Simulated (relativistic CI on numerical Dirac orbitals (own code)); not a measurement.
# What each ingredient does to the levels of Eu XXV

Base calculation: Dirac-Coulomb-Breit CI, separate exchange-only KLI orbitals for each configuration, model QED (radiative potential, 1s self-energy scaled to tabulated hydrogen-like ionisation energies), unscaled Slater integrals.

Configurations in the expansion (outside the closed core [Ar] 3d10): 4s2.4p6.4d3, 4s2.4p5.4d4, 4s2.4p6.4d2.4f, 4s.4p6.4d4, 4s2.4p5.4d3.4f, 4s.4p6.4d3.4f, 4s2.4p6.4d2.5s, 4s2.4p6.4d2.5p, 4s2.4p6.4d.4f.5s, 4s2.4p6.4d2.5d, 4s2.4p5.4d3.5s, 4s2.4p6.4d.5s.5p, 4s2.4p6.4d2.5f, 4s2.4p5.4d3.5p, 4s2.4p6.4d2.5g, 4s2.4p6.4d2.6s, 4p6.4d4.4f, 4s.4p6.4d2.4f.5s, 4s2.4p6.4d2.6p, 4s.4p6.4d3.5s, 4s2.4p6.4d2.6f, 4s2.4p6.4d2.7s, 4s2.4p6.4d2.7p, 4s2.4p6.4d.4f2, 4s2.4p6.4f3, 4s2.4p5.4d.4f3, 4s.4p6.4d.4f3, 4s2.4p6.4f2.5s, 4s2.4p6.4d.5s2, 4s2.4p6.4f.5s2, 4s2.4p5.4d.4f.5s2, 4s.4p6.4d.4f.5s2, 4s2.4p6.4d.5p2, 4s2.4p6.4f.5p2, 4s2.4p5.4d.4f.5p2, 4s.4p6.4d.4f.5p2, 4s2.4p6.5s.5p2. Double excitations out of closed p, d and f shells are left out; levels of such configurations are missing from the list, as are those of other unlisted configurations, and high levels can miss mixing partners. These lack a partner that the ground configuration has and come out too high: 4s2.4p6.4d2.5p, 4s2.4p6.4d2.5d, 4s2.4p5.4d3.5s, 4s2.4p6.4d2.5f, 4s2.4p5.4d3.5p.

Variants: (1) QED terms removed; (2) only the first configuration. Shifts of the energy above 4s2.4p6.4d3 4F_3/2, in cm⁻¹, for the lowest level and the first level of each name with at least 55 % of one term (blank where a level changes its place among those of its configuration and J or its character, or is not in the variant):

```tsv
Level	Base	Δ(1)	Δ(2)
4s2.4p6.4d3 4F_3/2	0	0	0
4s2.4p6.4d3 4F_5/2	38534	-142	+74
4s2.4p6.4d3 4F_7/2	58781	-167	+701
4s2.4p6.4d3 4P_1/2	68679	-132	+2033
4s2.4p6.4d3 2G_7/2	104494	-268	+1088
4s2.4p6.4d3 4P_5/2	104968	-208	+2338
4s2.4p6.4d3 2P_1/2	130687	-286	+1156
4s2.4p6.4d3 2H_11/2	135607	-295	+1945
4s2.4p6.4d3 2D_5/2	144009	-262	+4382
4s2.4p6.4d3 2F_5/2	152346	-266	+3204
4s2.4p6.4d3 2F_7/2	159328	-278	+4105
4s2.4p5.4d4 6D°_7/2	968191	+411	
4s2.4p5.4d4 4I°_15/2	1072308	+344
```

At this charge energies of transitions that change n are usually good to better than 1 %, and those within a shell (Δn = 0) to a few per cent. Terms inside the open d or f shell come out 10 to 20 % too wide with unscaled integrals.

Ionisation energy from the two ground configurations alone: base 795.31 eV. The NIST ASD value (theoretical) is 795 eV.

LS names give the leading component of a level, which can be under half, so a name can repeat, a term be missing and a line seem to break the LS rules.
